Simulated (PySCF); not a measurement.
Computed spectra and the visible range. Vertical TDDFT excitations of isolated species (PySCF; the level stands beside each; core orbitals frozen in the response), one conformer each, no solvent. Atoms past krypton carry core potentials; spin–orbit coupling is left out.

1. `C#CC(=O)C(=C)S[SiH3]`
2. `C=C1C=C(C=O)C1=C`
3. `C#C[P@@](=O)(O)C(F)=C(F)F`
4. `C#CC(=O)C(=C)C=C`
5. `CCC(C)(F)CC`
6. `O=C1C=CC=CC=C1`
7. `Br[Te]Br`
8. `Fc1ccno1`

Question: For which of them does the calculation put a singlet between 380 and 750 nm?

Answer: 7.

1. (CAM-B3LYP/def2-SVPD on a GFN2-xTB geometry) 367 nm (f 0.046); 310 nm (f 0.000); 260 nm (f 0.000); 232 nm (f 0.000); 225 nm (f 0.145). No computed singlet lies in the visible range (380 to 750 nm); the lowest, at 367 nm, stands 0.12 eV above its violet end (3.26 eV); a Tamm–Dancoff triplet lies at 532 nm, without intensity as long as spin–orbit coupling is left out.
2. (CAM-B3LYP/def2-SVPD on a GFN2-xTB geometry) 364 nm (f 0.000); 299 nm (f 0.125); 263 nm (f 0.218); 210 nm (f 0.357); 200 nm (f 0.000). No computed singlet lies in the visible range (380 to 750 nm); the lowest, at 364 nm, stands 0.14 eV above its violet end (3.26 eV); a Tamm–Dancoff triplet lies at 518 nm, without intensity as long as spin–orbit coupling is left out.
3. (PBE0/def2-SVPD on a GFN2-xTB geometry) 221 nm (f 0.001); 212 nm (f 0.103); 206 nm (f 0.008); 200 nm (f 0.007); 198 nm (f 0.001).
4. (PBE0/def2-SVPD on a GFN2-xTB geometry) 345 nm (f 0.003); 306 nm (f 0.049); 262 nm (f 0.013); 225 nm (f 0.032); 222 nm (f 0.103). No computed singlet lies in the visible range (380 to 750 nm); the lowest, at 345 nm, stands 0.33 eV above its violet end (3.26 eV); a Tamm–Dancoff triplet lies at 437 nm, without intensity as long as spin–orbit coupling is left out.
5. (wB97X-D/def2-SVPD on a GFN2-xTB geometry) 138 nm (f 0.009); 136 nm (f 0.003); 129 nm (f 0.010); 128 nm (f 0.011); 128 nm (f 0.021).
6. (B3LYP/def2-SVPD on a PBE0-D3(BJ)/def2-SVP geometry) 373 nm (f 0.000); 336 nm (f 0.000); 331 nm (f 0.064); 271 nm (f 0.084); 206 nm (f 0.010). No computed singlet lies in the visible range (380 to 750 nm); the lowest, at 373 nm, stands 0.06 eV above its violet end (3.26 eV); a Tamm–Dancoff triplet lies at 519 nm, without intensity as long as spin–orbit coupling is left out.
7. (CAM-B3LYP/def2-SVPD on a PBE0-D3(BJ)/def2-SVP geometry) 570 nm (f 0.001); 568 nm (f 0.000); 285 nm (f 0.005); 279 nm (f 0.008); 271 nm (f 0.000). 2 computed singlets (S1 to S2) lie in the visible range (380 to 750 nm), the largest f among them at 570 nm, f = 0.0012; light of that wavelength is yellow-green, and its complementary colour is violet.
8. (wB97X-D/def2-SVPD on a PBE0-D3(BJ)/def2-SVP geometry) 186 nm (f 0.121); 181 nm (f 0.007); 166 nm (f 0.016); 162 nm (f 0.007); 149 nm (f 0.000).
